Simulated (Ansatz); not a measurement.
Reactions of C$_{3}$H$_{6}$ClFSi, SMILES `C[SiH2]C(Cl)=CF`.

Gas-phase electronic energies from Ansatz, PBE0-D4/def2-TZVP geometries. CCSD(T)/CBS is the MP2 limit (def2-TZVPP, def2-QZVPP) plus CCSD(T) − MP2 in def2-TZVPP, frozen cores. This one scheme is used for every species, atoms too. Double bonds are as drawn, so ΔE can hold a change between cis and trans. DFT in def2-TZVPP. No spin–orbit coupling; open shells (•) take unrestricted orbitals. Spin–orbit coupling would lower the free atoms: a little for C, Cl, F, Si. Elements past krypton have def2 core potentials. For Br, Sn outer-core shells are correlated without core-valence functions, so the limit isn't a true one: a few kJ/mol of doubt a bond, and 10 to 20 or more in all where bonds break to atoms. Scalar relativity is left out up to krypton. Each species was taken in one conformer, which may not be the lowest.

```
                                                                               reaction  PBE0-D4 (kJ/mol)  HF/CBS(def2) (kJ/mol)
                  `C[SiH2]/C(Cl)=C\F` + `CN[SiH2]O` → `C[SiH2]N[SiH2]O` + `C/C(Cl)=C/F`              -106                   -116
            `C[SiH2]/C(Cl)=C\F` + `Cl[SiH](Cl)Cl` → `C[SiH2][SiH](Cl)Cl` + `FC=C(Cl)Cl`               166                    198
                    `C[SiH2]/C(Cl)=C\F` + `C[SiH2]F` → `C[SiH2][SiH2]F` + `C/C(Cl)=C/F`                39                     52
`C[SiH2]/C(Cl)=C\F` + `F[B]([AlH2])[SiH3]` → `C[SiH2][B]([AlH2])[SiH3]` + `F/C=C(\F)Cl`               200                    229
            `C[SiH2]/C(Cl)=C\F` + `O[SiH](Cl)Br` → `C[SiH2][SiH](O)Cl` + `F/C=C(/Cl)Br`               174                    205
                                      `C[SiH2]/C(Cl)=C\F` + H₂ → `F/C=C/Cl` + `C[SiH3]`                -9                    -38
                                       `C[SiH2]/C(Cl)=C\F` → `C[C@]1(Cl)[SiH2][C@@H]1F`                95                    134
          `C[SiH2]/C(Cl)=C\F` + `[CH3][SnH2][F]` → `C[SiH2][SnH2][CH3]` + `F/C=C(\F)Cl`               126                    158
                                  `C[SiH2]/C(Cl)=C\F` + `BS` → `BS[SiH2]C` + `F/C=C/Cl`               -44                    -47
                                     `C[SiH2]/C(Cl)=C\F` → 3 C• + Cl• + F• + 6 H• + Si•              4487                   3272
```

Task: Give the CCSD(T)/CBS values in the same order. (Best estimate.)

Result: The calculation gave: -110, 182, 51, 218, 187, -6, 105, 149, -42, 4458 kJ/mol.

Largest T1 diagnostic: 0.015, for `BS`.
